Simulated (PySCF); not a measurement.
Calculation: TPSSh-D3(BJ)/def2-TZVP // PBE-D3(BJ)/def2-SVP in PySCF. Gas-phase values, no solvent. 

Reference species: [Zn(F)2] (neutral, multiplicity 1).

```yaml
LUMO: -2.40 eV
coordination_number: 2
mean_distance_from_the_central_atom_to_its_bonded_neighbours: 1.739 Å
charge on the central atom (Mulliken): 0.93 e
```

Changed species: [Zn(F)(CH3)] (1 of 2 F replaced by CH3; the reference has 0 of 2 F replaced by CH3).

Problem. What does the change do to the LUMO, coordination number, mean distance from the central atom to its bonded neighbours and charge on the central atom (Mulliken)?

Solution. the LUMO goes up by 1.52 eV, to -0.88 eV; the coordination number hardly moves; the mean distance from the central atom to its bonded neighbours goes up by 0.099 Å, to 1.838 Å; the charge on the central atom (Mulliken) falls by 0.36 e, to 0.57 e.
